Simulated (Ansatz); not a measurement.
Ansatz (a quantum-chemistry and plane-wave program) input (r2SCANh/def2-TZVPD):

Ansatz 0.2 input:
```yaml
crystal:
  periodic: [false, false, false]
  atoms:
    - {symbol: Ge, position_ang: [0.52639857, -0.22363223, 0.20073112]}
    - {symbol: Br, position_ang: [-0.62511814, -1.87112544, -1.00309374]}
    - {symbol: Br, position_ang: [-0.78522170, 0.46264985, 2.01679502]}
    - {symbol: Br, position_ang: [0.92906116, 1.61293935, -1.19722688]}
basis:
  gaussian:
    orbitals: def2-TZVPD
hamiltonian:
  xc: {name: r2SCANh}
magnetization: {spin_polarized: true, initial_magnetization: 1}
output: {forces: true}
```

End of the output:

```
integrals: 0.39 GiB planned
1439 factors; integrals over basis functions are off by at most 7.8e-4 eV
mean field: 3.28 GiB planned
mean field evaluation 1: about -266657.8103 eV, gradient 1.4e1 eV
mean field evaluation 2: about -266656.7629 eV, gradient 2.2e1 eV
mean field evaluation 4: about -266658.5896 eV, gradient 9.6e-1 eV
mean field evaluation 8: about -266658.6174 eV, gradient 3.2e-2 eV
mean field evaluation 16: about -266658.6174 eV, gradient 8.8e-5 eV
mean field -266658.61737404 eV, -9799.5234407934 hartree, gradient 1.2e-5 eV, S^2 0.756501; 0 other end points of the search recorded, 0 dependent functions left out
the calculation of the forces begins
reference -266658.61739789 eV, -9799.5234416699 hartree; 69, 68 occupied and 156, 157 virtual orbitals, 1439 factors
Total energy: -266658.61739789 eV, -9799.5234416699 hartree
Atom 0 at     0.526399    -0.223632     0.200731 Å, force    -0.357050     0.151684    -0.136151 eV/Å
Atom 1 at    -0.625118    -1.871125    -1.003094 Å, force     0.201039     0.291620     0.211511 eV/Å
Atom 2 at    -0.785222     0.462650     2.016795 Å, force     0.229284    -0.120098    -0.321250 eV/Å
Atom 3 at     0.929061     1.612939    -1.197227 Å, force    -0.073272    -0.323206     0.245890 eV/Å
Dipole moment:     0.166999    -0.070950     0.063684 e Å
```

It need not be the lowest isomer of its formula.
